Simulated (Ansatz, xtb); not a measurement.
Two isomers of C5H4FNSe

Structure a: `Fc1cccnc1[SeH]`, a singlet. Structure b: `C=Cc1nc(F)c[se]1`, a singlet. Both are isolated molecules in the gas phase, relaxed with B3LYP-D3(BJ)/def2-SVP; the shapes shown needn't be the lowest conformers.

a (Å):

```yaml
atoms:
  - { symbol: C, position_ang: [-0.5113, -1.7534, 1.5940] }
  - { symbol: C, position_ang: [0.7591, -1.3766, 2.0028] }
  - { symbol: C, position_ang: [1.2271, -0.1137, 1.6264] }
  - { symbol: C, position_ang: [0.3904, 0.6992, 0.8597] }
  - { symbol: C, position_ang: [-1.2877, -0.8716, 0.8226] }
  - { symbol: F, position_ang: [-0.9931, -2.9563, 1.9360] }
  - { symbol: N, position_ang: [-0.8311, 0.3244, 0.4724] }
  - { symbol: Se, position_ang: [-3.0533, -1.2999, 0.2097] }
  - { symbol: H, position_ang: [1.3558, -2.0676, 2.6019] }
  - { symbol: H, position_ang: [2.2201, 0.2281, 1.9238] }
  - { symbol: H, position_ang: [0.7176, 1.6953, 0.5435] }
  - { symbol: H, position_ang: [-3.0774, -2.6396, 0.8241] }
```

b (Å):

```xyz
12

C     0.3727   -0.8956   -1.4787
C    -0.4545   -0.7167   -0.4371
C    -0.0330   -0.1320    0.8294
C     1.2790    0.7824    2.3627
C     0.1819    0.8103    3.1821
F     2.4704    1.2308    2.7426
N     1.1702    0.2833    1.1132
Se   -1.2717    0.0905    2.2616
H     0.0171   -1.3376   -2.4119
H     1.4225   -0.6000   -1.4103
H    -1.5055   -1.0133   -0.5082
H     0.1333    1.1827    4.2023
```

Energies in hartree; the thermal terms are from GFN2-xTB frequencies at re-optimised GFN2-xTB minima (ideal gas, soft modes damped towards free rotors, one conformer each, 298.15 K, 1 atm) and include the zero-point energy:

```
                               a            b
E, CCSD(T)/def2-SVP  −2746.112954  −2746.088463
    E, MP2/def2-SVP  −2746.035580  −2746.009239
  E, MP2/def2-TZVPP  −2747.006396  −2746.985453
  zero-point energy      0.074363      0.075872
       H(298 K) − E      0.082682      0.084507
       G(298 K) − E      0.041533      0.042589
```

Question: Correct the CCSD(T) difference for the basis set by the MP2 change, then work out ΔE, ΔE₀, ΔH and ΔG for a → b in kcal/mol (1 Eh = 627.51 kcal/mol) and the equilibrium ratio [b]/[a].

Answer: 1. Differences b − a: CCSD(T) +0.024491, MP2 in the small set +0.026341, MP2 in the large set +0.020943 Eh.
2. ΔE = +0.024491 + (+0.020943 − (+0.026341)) = +0.019093 Eh = +11.98 kcal/mol.
3. ΔE₀ = ΔE + ΔZPE = +0.019093 + (+0.001509) Eh = +12.93 kcal/mol.
4. ΔH = ΔE + (+0.001825) Eh = +13.13 kcal/mol.
5. ΔG = ΔE + (+0.001056) Eh = +12.64 kcal/mol, so ΔS = (ΔH − ΔG)/T = +6.8 J/(mol K).
6. kT = 0.9442 mEh, so K = [b]/[a] = exp(−ΔG/kT) = exp(−21.34) ≈ 5.4 × 10^−10.

Structure a is favoured at this temperature. An error of 1 kcal/mol in ΔG would change K by a factor of 5.4. The basis-set step is large, which makes the value less sure. Mirror images and further conformers aren't counted.

As drawn, b has 1 C=C, 1 C–C, 2 C∷Se, 1 C–H in place of 3 C∷C, 1 C–Se, 1 Se–H (∷ is an aromatic bond). Structure a has a 6-membered ring (with an aromatic ring), b a 5-membered ring (with an aromatic ring).

Other levels gave ΔE = +18.2 (GFN2-xTB); +22.5 (HF/STO-3G, GFN2-xTB geometries); +15.8 (r2SCAN-D4/def2-SVP, GFN2-xTB geometries); +17.5 (B3LYP-D3(BJ)/def2-SVP); +21.3 (HF/def2-SVP); +16.5 (MP2/def2-SVP); +15.4 (CCSD(T)/def2-SVP) kcal/mol. The correlated steps freeze 16 core orbitals; the filled d shell of Se is correlated, in a basis made for valence electrons. Programs: Ansatz 0.2.0, xtb 6.7.1.
